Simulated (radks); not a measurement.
Zn I, 30 electrons, occupied as [Ar] 3d10 4s2. All-electron calculation, scalar-relativistic Kohn-Sham, PBEsol, spin-polarised, spherical densities, finite nucleus; Fermi nuclear charge, rms radius 3.9283 fm. Program: a radial shooting solver on a logarithmic mesh with Libxc functionals.

Normalised radial functions P(r) = r R(r), r in bohr:

```
   r/bohr * 3p, o 3d, + 4s (the largest magnitude, 1.24, reaches the edge; | marks zero, & curves that meet)
  0.00167                             &
 0.002193                             &
 0.002878                             &+
 0.003778                             &+
 0.004958                             &+
 0.006508                             &+
 0.008611                             &+
   0.0113                             o*+
  0.01484                             o*+
  0.01947                             o &
  0.02556                             o +*
  0.03355                             o +  *
  0.04404                             o+     *
  0.05781                             |&       *
  0.07587                            +|o          *
  0.09959                           + |  o          *
   0.1318                          +  |    o        *
    0.173                         +   |       o  *
    0.227                           + |   *       o
    0.298                     *       |+              o
   0.3911          *                  |    +              o
   0.5134  *                          |     +               o
   0.6739  *                          |   +                 o
   0.8846        *                   +|                  o
    1.161                *     +      |              o
    1.524                 +     *     |         o
        2               +           * |      o
    2.647                +            *   o
    3.474                   +         * o
     4.56                       +     *o
    5.985                           + &
    7.856                            +&
```

3p: eigenvalue -83.256 eV, 1 radial node at r = 0.250 bohr, <r> = 0.714 bohr, 90 % of the charge inside 1.10 bohr. 3d: eigenvalue -10.169 eV, 0 radial nodes, <r> = 0.912 bohr, 90 % of the charge inside 1.61 bohr. 4s: eigenvalue -5.998 eV, 3 radial nodes at r = 0.0650, 0.270, 0.847 bohr, <r> = 2.64 bohr, 90 % of the charge inside 4.09 bohr.
